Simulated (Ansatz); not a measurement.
Consider the isomerisation: `CC[CH](O)[AlH2]` → `C[CH](C)[AlH][OH]`.

Gas-phase electronic energies from Ansatz, PBE0-D4/def2-TZVP geometries. CBS: MP2 limit from def2 TZ/QZ plus the TZ coupled-cluster correction, frozen cores. Functionals use def2-TZVPP. B3LYP here is the variant with VWN-RPA as its local correlation; programs differ in this. One conformer a species, not always the lowest.

CCSD(T)/CBS gives -56.8 kcal/mol.

(1) Another level gave -55.7 kcal/mol. Which?
A. ωB97X-V/def2-TZVPP
B. B3LYP/def2-TZVPP
C. r2SCAN-D4/def2-TZVPP
D. MP2/def2-TZVPP

Largest T1 diagnostic among the species: 0.011.

Results:

(1) B. B3LYP -55.7, ωB97X-V -54.4, MP2/def2-TZVPP -59.0, r2SCAN-D4 -56.8 kcal/mol.

In def2-TZVPP, CCSD(T) changes the Hartree–Fock value by −1.1 kcal/mol (the triples alone add +0.1 kcal/mol) and MP2 by −3.8 kcal/mol.
